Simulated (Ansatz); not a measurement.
Calculated with Ansatz (gas phase, PBE0-D4/def2-TZVP geometries, no zero-point term in ΔE). CCSD(T)/CBS is the MP2 limit (def2-TZVPP, def2-QZVPP) plus CCSD(T) − MP2 in def2-TZVPP, frozen cores. This one scheme is used for every species. Functionals use def2-TZVPP. B3LYP here is the variant with VWN-RPA as its local correlation; programs differ in this. Triplets are unrestricted, without spin–orbit coupling. Each species was taken in one conformer, which may not be the lowest.

Reaction (formal loss of a carbene): `CO[SiH2]C[SiH3]` → `CO[SiH2][SiH3]` + `[CH2]` (triplet)

`CO[SiH2]C[SiH3]`:

Z-matrix (Å, degrees):
```
C
O 1 1.408
H 1 1.097 2 111.6
H 1 1.097 2 111.6 3 121.5
H 1 1.091 2 108.3 3 -119.2
Si 2 1.645 1 122.4 3 -60.7
C 6 1.855 2 107.8 1 179.9
H 6 1.492 2 109.9 1 -59.2
H 6 1.492 2 109.9 1 59.1
Si 7 1.872 6 114.9 2 -180.0
H 7 1.095 6 108.5 2 -58.1
H 7 1.095 6 108.5 2 58.1
H 10 1.487 7 110.5 6 -60.0
H 10 1.487 7 110.7 6 180.0
H 10 1.487 7 110.5 6 59.9
```

`CO[SiH2][SiH3]`:

Z-matrix (Å, degrees):
```
C
O 1 1.409
H 1 1.091 2 108.3
H 1 1.096 2 111.4 3 -119.3
H 1 1.096 2 111.4 3 119.3
Si 2 1.647 1 122.2 3 180.0
Si 6 2.337 2 107.0 1 -180.0
H 6 1.494 2 110.4 1 -58.8
H 6 1.494 2 110.4 1 58.8
H 7 1.489 6 109.1 2 180.0
H 7 1.487 6 110.7 2 -60.5
H 7 1.487 6 110.7 2 60.4
```

`[CH2]` (triplet):

Cartesian coordinates in Å:
```
C 0.159 -0.224 -0.027
H -0.307 -0.161 0.944
H 0.148 0.385 -0.917
```

(1) Is it downhill or uphill in electronic energy at CCSD(T)/CBS, and by how much? (Best estimate.)

(2) What do these levels give: PBE-D4, PBE0-D4, B3LYP-D4, ωB97X-V, B2PLYP, r2SCAN, PBE0, B3LYP, HF/def2-TZVPP, MP2/def2-TZVPP, SCS-MP2/def2-QZVPP, HF/CBS(def2)? (Estimate.)

Largest T1 diagnostic among the species: 0.012.

## Answers

(1) Ansatz gave: Uphill: ΔE = +5.10 eV.

(2) Ansatz gave: PBE-D4 5.02, PBE0-D4 4.98, B3LYP-D4 4.97, ωB97X-V 5.17, B2PLYP 4.98, r2SCAN 4.82, PBE0 4.92, B3LYP 4.84, HF/def2-TZVPP 3.57, MP2/def2-TZVPP 5.19, SCS-MP2/def2-QZVPP 5.25, HF/CBS(def2) 3.58 eV.

The D4 term adds +0.12 eV with B3LYP and +0.07 eV with PBE0; it sums over pairs of atoms, weighted by their polarisabilities, and B3LYP, whose exchange is more repulsive, gets the larger term. In def2-TZVPP, CCSD(T) changes the Hartree–Fock value by +1.40 eV (the triples alone add +0.11 eV) and MP2 by +1.62 eV.
